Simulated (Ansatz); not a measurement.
Calculated with Ansatz (gas phase, PBE0-D4/def2-TZVP geometries, no zero-point term in ΔE). CBS: MP2 limit from def2 TZ/QZ plus the TZ coupled-cluster correction, frozen cores. This one scheme is used for every species. Functionals use def2-TZVPP. B3LYP here is the variant with VWN-RPA as its local correlation; programs differ in this. Each species was taken in one conformer, which may not be the lowest.

Reaction (ligand exchange at a B–C bond): `CB1N[SiH2]1` + H₂S → `SB1N[SiH2]1` + CH₄

`CB1N[SiH2]1`:

Z-matrix (Å, degrees):
```
C
B 1 1.552
H 1 1.094 2 110.4
H 1 1.094 2 110.2 3 116.8
H 1 1.093 2 113.1 3 -121.7
N 2 1.382 1 138.8 3 122.9
Si 2 1.940 1 160.1 3 -57.4
H 6 1.009 2 137.6 1 -0.1
H 7 1.488 2 125.6 1 -89.7
H 7 1.487 2 125.6 1 90.2
```

H₂S:

Z-matrix (Å, degrees):
```
S
H 1 1.341
H 1 1.341 2 92.3
```

`SB1N[SiH2]1`:

```xyz
8

S    -2.027    1.049   -0.933
B    -0.592    0.199   -0.309
N     0.527    0.421    0.480
Si    0.636   -1.251   -0.023
H    -1.784    2.248   -0.368
H     0.936    1.180    1.002
H     0.524   -2.260    1.060
H     1.780   -1.586   -0.909
```

CH₄:

```xyz
5

C     0.000    0.000    0.000
H    -0.894    0.044    0.622
H     0.563   -0.903    0.237
H     0.620    0.875    0.192
H    -0.289   -0.017   -1.050
```

Question: Is it downhill or uphill in electronic energy at CCSD(T)/CBS, and by how much? (Estimate.)

Answer: Ansatz gave: Downhill: ΔE = -63.4 kJ/mol.

Question: What do these levels give: r2SCAN-D4, PBE0-D4, r2SCAN0-D4, BHLYP-D4, CAM-B3LYP-D4, PBE-QIDH, revPBE, PBE0, B3LYP, r2SCAN0, CCSD(T)/def2-SVP, MP2/def2-QZVPP? (An estimate is asked.)

Answer: The calculation gave: r2SCAN-D4 -68.8, PBE0-D4 -66.4, r2SCAN0-D4 -67.1, BHLYP-D4 -65.3, CAM-B3LYP-D4 -62.7, PBE-QIDH -66.8, revPBE -67.3, PBE0 -65.3, B3LYP -64.0, r2SCAN0 -66.9, CCSD(T)/def2-SVP -68.0, MP2/def2-QZVPP -68.8 kJ/mol.

Largest T1 diagnostic among the species: 0.014.

Leaving LDA and LC-ωPBE aside and taking each functional with its dispersion term where it has one, the values, not all of them listed here, spread over 7.5 kJ/mol, from revPBE-D4 to ωB97M-V. At CCSD(T), def2-SVP lies −4.6 kJ/mol from the extrapolated value and def2-TZVPP +0.1 kJ/mol.
